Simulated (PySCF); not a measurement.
# Partial charges of `N#CC[C@@H](F)C=C1CCC1`

Compound: C8H10FN.
Geometry (GFN2-xTB, Å), atoms numbered from 1 in this order:
```xyz
20
C8H10FN angstrom
N      2.4582   -0.0630    1.7534
C      2.5046   -0.0978    0.6123
C      2.5445   -0.1265   -0.8250
C      1.2190    0.4015   -1.4050
F      1.3678    0.4705   -2.7796
C      0.0726   -0.4978   -1.0589
C     -0.8071   -0.2220   -0.1134
C     -1.9934   -0.9614    0.4353
C     -2.2428    0.2170    1.3949
C     -1.0013    0.9324    0.8294
H      3.3737    0.4940   -1.1770
H      2.7056   -1.1546   -1.1616
H      1.0362    1.4286   -1.0645
H      0.0164   -1.4159   -1.6270
H     -1.7398   -1.9019    0.9224
H     -2.7847   -1.1492   -0.2890
H     -2.1715   -0.0379    2.4489
H     -3.1778    0.7428    1.2181
H     -0.1873    1.0645    1.5410
H     -1.1982    1.8875    0.3426
```

Density: PBE0/pcSseg-1 (PySCF); schemes: Mulliken, IAO, Hirshfeld and ESP-fitted. One conformer (not necessarily the lowest) at the GFN2-xTB geometry, without solvent, vibrations or thermal averaging.

Question: Tabulate the Mulliken, IAO, Hirshfeld and ESP-fitted charges.

Answer: In e:

| atom | environment | Mulliken | IAO | Hirshfeld | ESP-fitted |
| --- | --- | --- | --- | --- | --- |
| N1 | nitrile nitrogen | -0.261 | -0.249 | -0.221 | -0.487 |
| C2 | nitrile carbon | +0.054 | +0.145 | +0.090 | +0.453 |
| C3 | sp3 carbon next to a nitrile | -0.171 | -0.315 | -0.052 | -0.549 |
| C4 | sp3 C–F carbon | +0.215 | +0.195 | +0.073 | +0.697 |
| F5 | alkyl fluorine | -0.333 | -0.327 | -0.116 | -0.299 |
| C6 | alkene CH carbon | -0.101 | -0.220 | -0.084 | -0.840 |
| C7 | fully substituted alkene carbon | -0.307 | +0.040 | +0.019 | +0.415 |
| C8 | allylic carbon | -0.109 | -0.281 | -0.069 | -0.159 |
| C9 | four-membered-ring carbon | -0.236 | -0.261 | -0.065 | -0.155 |
| C10 | allylic carbon | -0.143 | -0.289 | -0.073 | -0.142 |
| H11 | methylene hydrogen | +0.179 | +0.186 | +0.070 | +0.178 |
| H12 | methylene hydrogen | +0.171 | +0.184 | +0.069 | +0.218 |
| H13 | methine hydrogen | +0.120 | +0.146 | +0.048 | -0.024 |
| H14 | vinylic hydrogen | +0.092 | +0.151 | +0.046 | +0.268 |
| H15 | methylene hydrogen | +0.140 | +0.153 | +0.048 | +0.074 |
| H16 | methylene hydrogen | +0.137 | +0.150 | +0.047 | +0.065 |
| H17 | methylene hydrogen | +0.128 | +0.143 | +0.044 | +0.075 |
| H18 | methylene hydrogen | +0.124 | +0.140 | +0.041 | +0.068 |
| H19 | methylene hydrogen | +0.162 | +0.161 | +0.041 | +0.081 |
| H20 | methylene hydrogen | +0.138 | +0.147 | +0.045 | +0.061 |

Mean size of the charges over all atoms: ESP-fitted 0.265 e, IAO 0.194 e, Mulliken 0.166 e, Hirshfeld 0.068 e. Each set sums to the total charge, 0, to within 0.001 e. The IAO scheme projects the occupied orbitals on a minimal set of polarised atomic orbitals and counts the electrons in each atom's part of it. The Mulliken scheme gives each basis function's population to the atom it is centred on and halves the overlap population of two atoms between them.

Lowest charge. The schemes don't all agree: Mulliken F5 (-0.333); IAO F5 (-0.327); Hirshfeld N1 (-0.221); ESP-fitted C6 (-0.840).

Highest charge. The schemes don't all agree: Mulliken C4 (+0.215); IAO C4 (+0.195); Hirshfeld C2 (+0.090); ESP-fitted C4 (+0.697).

Question: How closely do the schemes follow one another over all atoms?

Answer: Correlation coefficient and root-mean-square difference: IAO with Hirshfeld 0.89, 0.140 e; Mulliken with IAO 0.86, 0.105 e; Mulliken with Hirshfeld 0.81, 0.125 e; Hirshfeld with ESP-fitted 0.77, 0.293 e; IAO with ESP-fitted 0.76, 0.236 e; Mulliken with ESP-fitted 0.54, 0.295 e.

Question: How many electrons does the Mulliken scheme count on C2?

Answer: Z − q = 6 − (+0.054) = 5.946.

Question: Sum the charges by element, for elements with more than one atom.

Answer: 
```json
{"element": "C", "atoms": "8", "Mulliken": "-0.796", "IAO": "-0.985", "Hirshfeld": "-0.160", "ESP-fitted": "-0.279"}
{"element": "H", "atoms": "10", "Mulliken": "+1.390", "IAO": "+1.561", "Hirshfeld": "+0.497", "ESP-fitted": "+1.065"}
```

The run behind these numbers computed NMR shieldings as well. The run took 54 s wall (with the writing of density and orbital grids) on one thread, Arm Neoverse V1 (aarch64), shared host with 32 logical CPUs at a one-minute load of 13, and the process peaked at 1.0 GiB of memory.
